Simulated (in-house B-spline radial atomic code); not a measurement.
Configurations of the palladium ion Pd⁺, with energies counted from [Kr] 4d9. Method: scalar-relativistic (X2C) r2SCAN0, spin-polarised, spherical fractional occupations, exact exchange averaged over the configuration, Fermi nucleus of rms radius 4.5318 fm. Calculated with a B-spline radial code for spherical atoms. Shells without spins written out take the highest spin.

Occupations are held fixed; configurations that lie above the ionisation limit could autoionise.

| configuration | E - E(ref) (eV) | highest orbital | its <r> (bohr) |
| --- | --- | --- | --- |
| [Kr] 4d8 5s1 | 3.5716 | 5s up | 2.753 |
| [Kr] 4d8 5p1 | 9.0864 | 5p up | 3.525 |
| [Kr] 4d8 5d1 | 14.273 | 5d up | 5.903 |
| [Ar] 3d10 4s2 4p5 4d9 5d1 | 65.447 | 5d up | 5.864 |

Question: Order these further configurations by energy, lowest first.
A. [Ar] 3d10 4s2 4p5 4d9 5s1
B. [Kr] 4d8 4f1
C. [Ar] 3d10 4s2 4p5 4d9 5f1
D. [Ar] 3d10 4s2 4p5 4d9 4f1

Answer: B (16.444 eV), A (54.702 eV), D (67.643 eV), C (68.832 eV).
